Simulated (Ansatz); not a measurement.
Basis-set extrapolation for C$_{2}$H$_{10}$B$_{2}$Si (PBE0-D4/def2-TZVP geometry, frozen core, Ansatz). Multiplicity 1, RHF reference.

```
                      def2-TZVPP   def2-QZVPP
                 HF  -419.861370  -419.876587
    MP2 correlation    -0.703222    -0.747142
CCSD(T) correlation    -0.801972      not run
```

Energies in hartree. Use E(X) = E(∞) + A·exp(−7.88·√X) for Hartree–Fock and E(X) = E(∞) + B·X^(−2.97) for correlation, with X = 3 and 4, and add CCSD(T) minus MP2 of the smaller set to the MP2 limit.

What is the CCSD(T) energy at the basis-set limit?

HF limit: -419.876587 + (-0.015217) × 0.13774 = -419.87868. MP2 limit: -0.747142 + (-0.043920) × 0.74074 = -0.77968. Higher-order term: -0.801972 − (-0.703222) = -0.09875. Total: -420.75711 hartree, 2.55 eV below CCSD(T)/def2-TZVPP.
